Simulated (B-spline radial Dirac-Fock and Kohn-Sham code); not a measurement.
**X-ray form factors of krypton in several charge states**

Method: relativistic Hartree-Fock (Dirac-Fock) wave functions, averaged over the configuration. Computed with a radial atomic solver.

Configurations: Kr²⁶⁺ [He] 2s2 2p6; Kr²⁷⁺ [He] 2s2 2p5; Kr²⁸⁺ [He] 2s2 2p4; Kr²⁹⁺ [He] 2s2 2p3; Kr³¹⁺ [He] 2s2 2p1; Kr³⁴⁺ 1s2; Kr³⁵⁺ 1s1. The first column is f₀ of Kr²⁶⁺, the others are differences from it.

```tsv
s (Å⁻¹)	Kr²⁶⁺	Δ Kr²⁷⁺	Δ Kr²⁸⁺	Δ Kr²⁹⁺	Δ Kr³¹⁺	Δ Kr³⁴⁺	Δ Kr³⁵⁺
0	10.000	-1.000	-2.000	-3.000	-5.000	-8.000	-9.000
0.05	9.995	-0.999	-1.999	-2.998	-4.997	-7.995	-8.995
0.1	9.981	-0.997	-1.995	-2.993	-4.988	-7.981	-8.981
0.15	9.957	-0.994	-1.989	-2.983	-4.974	-7.958	-8.958
0.2	9.924	-0.990	-1.980	-2.971	-4.953	-7.926	-8.925
0.25	9.882	-0.984	-1.969	-2.954	-4.927	-7.884	-8.883
0.3	9.831	-0.977	-1.955	-2.934	-4.896	-7.834	-8.832
0.35	9.771	-0.969	-1.939	-2.911	-4.859	-7.775	-8.773
0.4	9.702	-0.959	-1.921	-2.884	-4.817	-7.707	-8.704
0.45	9.625	-0.949	-1.901	-2.855	-4.769	-7.631	-8.628
0.5	9.539	-0.938	-1.878	-2.822	-4.717	-7.548	-8.543
0.6	9.346	-0.912	-1.827	-2.747	-4.598	-7.358	-8.352
0.7	9.124	-0.882	-1.769	-2.662	-4.463	-7.140	-8.132
0.8	8.877	-0.849	-1.705	-2.568	-4.312	-6.898	-7.887
0.9	8.608	-0.814	-1.636	-2.466	-4.148	-6.635	-7.621
1	8.321	-0.776	-1.562	-2.357	-3.974	-6.354	-7.337
1.1	8.018	-0.737	-1.485	-2.243	-3.791	-6.058	-7.038
1.2	7.705	-0.696	-1.405	-2.126	-3.602	-5.752	-6.728
1.4	7.057	-0.614	-1.243	-1.886	-3.213	-5.121	-6.089
1.6	6.404	-0.533	-1.082	-1.647	-2.824	-4.487	-5.444
```
